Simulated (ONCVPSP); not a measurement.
# Building the ONCV potential for Ca (Z = 20) (PBE, scalar-relativistic).

ONCVPSP 4.0.1 input, shortened (lines: element, Z, core and valence counts, functional; n l f; lmax; l rc ep ncon nbas qcut; lloc lpopt rc5 dvloc0; l nproj debl; icmod fcfact rcfact), PBE, scalar-relativistic:

```
  Ca 20.00    3    3        4      upf
    1    0    2.00
    2    0    2.00
    2    1    6.00
    3    0    2.00
    3    1    6.00
    4    0    1.00
    2
    0    1.90    0.00    4    7    5.50
    1    1.85    0.00    4    7    8.30
    2    1.50    0.10    5    9    6.70
    4    3    1.05    1.00
    0    3    2.10
    1    1    2.80
    2    2    1.30
    3    3.25    1.50
```

In the d channel the program set the typed energies aside and used 0.050, 1.350 Ha.

All-electron outer shells of the reference configuration (PBE, scalar-relativistic, ld1.x):

```csv
shell,level (eV),outermost node (bohr),outermost maximum (bohr)
3s,-53.99,0.45,0.99
3p,-34.88,0.42,1.04
4s,-8.96,1.42,3.13
```

Results:

| Item | Value |
| --- | --- |
| Cutoffs needed | 16 Ha and 20 Ha (the cutoffs (Ha) at which the residual kinetic energy of the hardest occupied pseudo-wave falls to 1 and 0.1 mHa per electron) The cutoffs count occupied waves only; projector 1 of the d channel, the hardest unoccupied one, needs 45 Ha at the loose tolerance. |
| Ghost test | no bound ghost flagged; no localised positive-energy state flagged |
| Largest excitation error | -1.2 meV (all-electron minus pseudo) for 3s2 3p6 4s0, out of 4 test configurations |
| rms error of d²Exc/dni dnj | 2.01 mHa without and 1.62 mHa with the model core |

Generation and tests took about 3.5 s on one core of a shared server CPU.
